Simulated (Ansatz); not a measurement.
`[F][Ti]([F])([F])[O][SiH3]` → `[OH][Ti]([F])([F])[F]` + `[SiH2]` at 298.15 K and 1 bar (silylene loss).

Computed with Ansatz on PBE0-D4/def2-TZVP structures; ΔE is electronic, products minus reactants. CCSD(T)/CBS is the MP2 limit (def2-TZVPP, def2-QZVPP) plus CCSD(T) − MP2 in def2-TZVPP, frozen cores. This one scheme is used for every species. For Ti outer-core shells are correlated without core-valence functions, which leaves a few kJ/mol of doubt a bond. Scalar relativity is left out up to krypton. Each species was taken in one conformer, which may not be the lowest.

```json
{"species": "`[F][Ti]([F])([F])[O][SiH3]`", "CCSD(T)/CBS energy (Eh)": "-1514.66287", "H − E (kJ/mol)": "122.4", "S (J/(mol·K))": "408.0"}
{"species": "`[OH][Ti]([F])([F])[F]`", "CCSD(T)/CBS energy (Eh)": "-1224.33935", "H − E (kJ/mol)": "72.1", "S (J/(mol·K))": "349.6"}
{"species": "`[SiH2]`", "CCSD(T)/CBS energy (Eh)": "-290.19011", "H − E (kJ/mol)": "40.6", "S (J/(mol·K))": "207.5"}
```

H − E and S are ideal-gas, rigid-rotor, harmonic terms from PBE0-D4/def2-TZVP, for one conformer and one mirror image of each species. 1 Eh = 2625.50 kJ/mol, R = 8.31446 J/(mol·K).

Problem. By hand: ΔE, ΔH, ΔS and ΔG.

Solution. ΔE = (-1224.33935) + (-290.19011) − (-1514.66287) = 0.13341 Eh = 350.3 kJ/mol. Δ(H − E) = 72.1 + 40.6 − 122.4 = -9.7, so ΔH = 340.6 kJ/mol. ΔS = 349.6 + 207.5 − 408.0 = 149.1 J/(mol·K). ΔG = 340.6 − 298.15 × (149.1)/1000 = 296.1 kJ/mol.

Problem. By hand: the equilibrium constant, and the temperature at which ΔG would vanish if ΔH and ΔS stayed fixed.

Solution. log₁₀ K = −ΔG/(RT ln 10) = -51.9. ΔG = 0 at ΔH/ΔS = 2284 K.

The number of gas molecules changes by +1, which sets the sign of ΔS. A doubt of 5 kJ/mol in ΔE shifts log₁₀ K by 0.9 here. Other conformers and mirror images would add mixing entropy, several J/(mol·K) or more a flexible species. Modes under 60 cm⁻¹, often nearly free rotors, make the harmonic entropy too high. These are equilibria of isolated gas molecules and say nothing of rates. Largest T1 diagnostic: 0.023 (customary marks: 0.02 for closed shells, 0.045 for open ones).
